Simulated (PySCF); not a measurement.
BiCl3, SMILES [Cl][Bi]([Cl])[Cl].

Geometry: B3LYP-D3(BJ)/def2-SVP. The isomer is the one that the SMILES or the coordinates give; other isomers of the formula were not compared. The def2 effective core potentials stand for the cores of Bi; spin–orbit coupling is left out.

Two levels are set side by side: PBE/def2-TZVPD (PySCF) and PBE0/def2-TZVPD (PySCF). Same geometry, gas phase. Differences are taken from unrounded values.

| quantity | PBE |
|---|---|
| orbital gap (eV) | 4.23 |
| highest occupied level (eV) | -7.70 |
| lowest empty level (eV) | -3.47 |
| dipole moment (D) | 3.75 |
| mean polarisability (bohr³) | 95.0 |

### Question
These are the PBE values. What does PBE0 give? (Estimate from the structure and the level; the computed values follow.)

### Answer

```csv
quantity,PBE0,PBE minus PBE0
orbital gap (eV),6.10,-1.88
highest occupied level (eV),-8.89,1.19
lowest empty level (eV),-2.78,-0.69
dipole moment (D),3.98,-0.23
mean polarisability (bohr³),91.6,3.4
```

PBE's occupied levels lie high since its potential decays too fast outside the molecule; exact exchange lowers them and widens the gap. Loosely held outer electrons make PBE densities more polarisable. Differences between two approximate levels are no errors against the true value.

Rough cost on one machine, each run with all the roots and properties that it gave: PBE0 against PBE within a factor of 2.
